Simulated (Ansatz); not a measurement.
Ansatz (a program for electronic structure) input (RI-MP2/aug-cc-pV(T+d)Z):
A basis named .json is the Basis Set Exchange file of that set.

Ansatz 0.2 input:
```yaml
crystal:
  periodic: [false, false, false]
  atoms:
    - {symbol: C, position_ang: [-0.81968119, 1.82906208, -0.06733124]}
    - {symbol: Si, position_ang: [-0.61094813, 0.14854351, 0.70376356]}
    - {symbol: C, position_ang: [-1.62022597, -1.17486020, -0.12825819]}
    - {symbol: O, position_ang: [1.04299894, -0.29225780, 0.70498128]}
    - {symbol: C, position_ang: [1.74743800, -0.45730799, -0.41335881]}
    - {symbol: O, position_ang: [1.32324316, -0.32161174, -1.53000824]}
    - {symbol: H, position_ang: [-0.17369229, 2.56576437, 0.41396131]}
    - {symbol: H, position_ang: [-0.57845727, 1.79935813, -1.13026194]}
    - {symbol: H, position_ang: [-1.85287649, 2.16761237, 0.04342142]}
    - {symbol: H, position_ang: [-0.89915938, 0.19594549, 2.15360092]}
    - {symbol: H, position_ang: [-1.38548069, -1.22887426, -1.19168196]}
    - {symbol: H, position_ang: [-1.43121750, -2.15290734, 0.31825502]}
    - {symbol: H, position_ang: [-2.68598041, -0.95848316, -0.01998350]}
    - {symbol: H, position_ang: [2.78501602, -0.73843181, -0.18609594]}
basis:
  gaussian:
    orbitals: aug-cc-pV_T+d_Z.json
    fitting: {mean_field: def2-universal-jkfit, correlation: aug-cc-pVTZ-RIFIT.json}
magnetization: {spin_polarized: false}
correlation: {method: mp2, electrons: outside_noble_gas}
```

End of the output:

```
integrals: 1.01 GiB planned
651 factors; integrals over basis functions are off by at most 1.1e0 eV
1.14 GiB of device memory are held for the factors and their scratch space
mean field: 2.11 GiB planned
mean field evaluation 1: about -15153.9713 eV, gradient 5.4e1 eV
mean field evaluation 2: about -15158.5200 eV, gradient 3.0e1 eV
mean field evaluation 4: about -15160.1228 eV, gradient 2.4e0 eV
mean field evaluation 8: about -15160.1392 eV, gradient 2.2e-6 eV
mean field -15160.13917585 eV, -557.1248388010 hartree, gradient 2.2e-6 eV, S^2 0.000000; 0 other end points of the search recorded, 0 dependent functions left out
10 core orbitals not correlated
1045 factors; their error is unknown
reference -15160.13917585 eV, -557.1248388010 hartree; 18, 18 occupied and 441, 441 virtual orbitals, 1045 factors
second order -30.47776010 eV of doubles, -0.00000000 eV of singles
Total energy: -15190.61693595 eV, -558.2448758260 hartree
```
